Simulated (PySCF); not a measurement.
C2H7BFN, SMILES NB(F)CC.

The structure is a stationary point at ωB97X-D3(BJ)/def2-SVP. One conformer was computed; it need not be the lowest.

All values below come from PBE/def2-TZVP in PySCF.

**Question.** Estimate the frontier levels, gap, dipole moment and polarisability. (The exact figures need the calculation; the answer reports its results.)

**Answer.** 
The highest occupied level is -6.81 eV and the lowest empty level is -0.01 eV. The orbital gap is 6.80 eV and the dipole moment comes out as 2.16 D. The quadrupole, principal values (traceless, Buckingham form, about the centre of nuclear charge) is -3.60, -2.66, 6.26 D·Å, the mean static polarisability is 48.7 bohr³ (7.22 Å³) and the polarisability, principal values is 41.9, 45.8, 58.5 bohr³.
